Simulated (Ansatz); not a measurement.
Reactions of ClFH4Si3 (`F[SiH]1[SiH2][SiH]1Cl`).

Calculated with Ansatz (gas phase, PBE0-D4/def2-TZVP geometries, no zero-point term in ΔE). CCSD(T)/CBS is the MP2 limit (def2-TZVPP, def2-QZVPP) plus CCSD(T) − MP2 in def2-TZVPP, frozen cores. This one scheme is used for every species, atoms too. For atomizations the MP2-based limit and the directly extrapolated one differ by several kJ/mol either way, and by 10 to 25 for some Ge, Se and Sn compounds, so smaller differences from it don't rank the levels. Functionals use def2-TZVPP. Open shells (•) are unrestricted, without spin–orbit coupling. Spin–orbit coupling would lower the free atoms: a little for Cl, F, Si.

```tsv
reaction	CCSD(T)/CBS(def2) (eV)
`F[Si@H]1[SiH2][Si@@H]1Cl` + H₂ → `Cl[SiH]1[SiH2][SiH2]1` + H–F	0.89
`F[Si@H]1[SiH2][Si@@H]1Cl` → Cl• + F• + 4 H• + 3 Si•	28.89
`F[Si@H]1[SiH2][Si@@H]1Cl` + H₂ → `F[SiH]1[SiH2][SiH2]1` + HCl	?
`F[Si@H]1[SiH2][Si@@H]1Cl` + CH₄ → `C[Si@@H]1[SiH2][Si@@H]1Cl` + H–F	1.17
```

Fill in the missing values. (Best estimate.)

Computed: `F[Si@H]1[SiH2][Si@@H]1Cl` + H₂ → `F[SiH]1[SiH2][SiH2]1` + HCl: +0.68 eV.

Largest T1 diagnostic: 0.015, for `F[SiH]1[SiH2][SiH2]1`.
